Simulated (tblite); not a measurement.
Species: C4H4N2SSi.
Numbering: `[CH:1]#[C:2][c:3]1[s:4][n:5][n:6][c:7]1[SiH3:8]` (hydrogens: H9 on C1; H10, H11, H12 on Si8)

Computed with GFN2-xTB (tblite), gas phase: L-BFGS steps from a force-field or distance-geometry start until the largest atomic force falls under 0.01 eV/Å.

Step 2: E = -580.0687 eV
```
atom  x, y, z in Å  |  force x, y, z in eV/Å
C1     -1.5157   -2.3471    0.1549   -2.058  -1.446   0.119
C2     -0.5473   -1.6640    0.0954    2.279   1.629  -0.099
C3      0.6221   -0.8625    0.0408    0.070   0.144  -0.078
S4      2.2456   -1.4890    0.0503   -0.285  -0.538   0.077
N5      2.8797    0.0406   -0.0377    1.216  -1.206   0.011
N6      2.0295    0.9213   -0.0830   -0.869   1.547  -0.046
C7      0.7587    0.5334   -0.0457   -1.422  -0.415   0.062
Si8    -0.7165    1.7265   -0.0921   -0.039   0.064  -0.018
H9     -2.3975   -2.9553    0.2041    0.683   0.468  -0.044
H10    -0.2543    3.1087   -0.1769    0.130  -0.071  -0.001
H11    -1.5363    1.5635    1.1189    0.145  -0.096  -0.055
H12    -1.5668    1.4232   -1.2550    0.150  -0.079   0.071
```

Step 3: E = -580.1403 eV
```
atom  x, y, z in Å  |  force x, y, z in eV/Å
C1     -1.5223   -2.3517    0.1553   -0.059  -0.046   0.000
C2     -0.5390   -1.6579    0.0951    0.444   0.325   0.008
C3      0.6252   -0.8601    0.0402   -0.055  -0.065  -0.055
S4      2.2417   -1.4945    0.0509   -0.052  -0.077   0.044
N5      2.8948    0.0272   -0.0373   -0.576   0.139  -0.048
N6      2.0212    0.9410   -0.0839    0.038  -0.403   0.057
C7      0.7436    0.5282   -0.0450   -0.312  -0.021   0.024
Si8    -0.7155    1.7261   -0.0921   -0.193   0.165  -0.022
H9     -2.3940   -2.9529    0.2038    0.352   0.243  -0.025
H10    -0.2533    3.1086   -0.1769    0.133  -0.088   0.000
H11    -1.5354    1.5628    1.1187    0.138  -0.094  -0.049
H12    -1.5659    1.4225   -1.2548    0.143  -0.077   0.066
```

Step 4: E = -580.1535 eV
```
atom  x, y, z in Å  |  force x, y, z in eV/Å
C1     -1.5204   -2.3505    0.1551    0.376   0.258  -0.026
C2     -0.5341   -1.6542    0.0955   -0.047  -0.028   0.029
C3      0.6248   -0.8598    0.0391    0.015  -0.006  -0.042
S4      2.2415   -1.4967    0.0518   -0.108  -0.114   0.035
N5      2.8873    0.0277   -0.0381   -0.251  -0.041  -0.027
N6      2.0197    0.9354   -0.0829   -0.242  -0.083   0.031
C7      0.7372    0.5281   -0.0446   -0.180  -0.038   0.019
Si8    -0.7191    1.7291   -0.0926   -0.115   0.101  -0.005
H9     -2.3885   -2.9492    0.2034    0.224   0.155  -0.017
H10    -0.2511    3.1068   -0.1769    0.141  -0.037  -0.003
H11    -1.5328    1.5612    1.1176    0.095  -0.088  -0.004
H12    -1.5633    1.4212   -1.2534    0.092  -0.080   0.010
```

Step 5: E = -580.1691 eV
```
atom  x, y, z in Å  |  force x, y, z in eV/Å
C1     -1.5111   -2.3442    0.1544    0.309   0.211  -0.020
C2     -0.5266   -1.6485    0.0965   -0.161  -0.120   0.018
C3      0.6247   -0.8585    0.0365    0.071  -0.025  -0.003
S4      2.2389   -1.5032    0.0538   -0.194  -0.048   0.006
N5      2.8741    0.0254   -0.0398    0.003  -0.102   0.004
N6      2.0087    0.9280   -0.0809   -0.286   0.196  -0.009
C7      0.7238    0.5271   -0.0436   -0.017  -0.043   0.009
Si8    -0.7267    1.7357   -0.0934    0.044  -0.023   0.023
H9     -2.3756   -2.9402    0.2025    0.082   0.058  -0.006
H10    -0.2448    3.1033   -0.1769    0.152   0.054  -0.009
H11    -1.5271    1.5569    1.1160    0.007  -0.074   0.089
H12    -1.5573    1.4176   -1.2510   -0.011  -0.084  -0.102
```

Problem. Estimate the geometry and energy of step 6. (The exact step hangs on the optimiser's Hessian estimate; all steps are aligned on step 5, rigid shifts and turns removed.)

Solution. E = -580.1746 eV, largest force 0.196 eV/Å
```
atom  x, y, z in Å  |  force x, y, z in eV/Å
C1     -1.5044   -2.3398    0.1539    0.104   0.066  -0.008
C2     -0.5225   -1.6455    0.0971   -0.076  -0.065   0.003
C3      0.6256   -0.8588    0.0352    0.045  -0.021   0.017
S4      2.2343   -1.5070    0.0549   -0.154   0.023  -0.012
N5      2.8666    0.0232   -0.0406    0.000  -0.008   0.014
N6      1.9996    0.9268   -0.0800   -0.130   0.146  -0.019
C7      0.7164    0.5259   -0.0429    0.043  -0.017   0.001
Si8    -0.7297    1.7385   -0.0935    0.079  -0.055   0.020
H9     -2.3672   -2.9344    0.2018    0.008   0.007  -0.001
H10    -0.2389    3.1025   -0.1771    0.143   0.062  -0.009
H11    -1.5240    1.5535    1.1168   -0.023  -0.062   0.113
H12    -1.5545    1.4143   -1.2517   -0.037  -0.074  -0.120
```

The energy changes by -0.0055 eV. The first-order estimate −F·Δx gives -0.0082 eV and the mean of the old and new forces, exact on a quadratic surface, -0.0055 eV. The step makes an angle of 57° with the force vector and moves no atom by more than 0.010 Å.
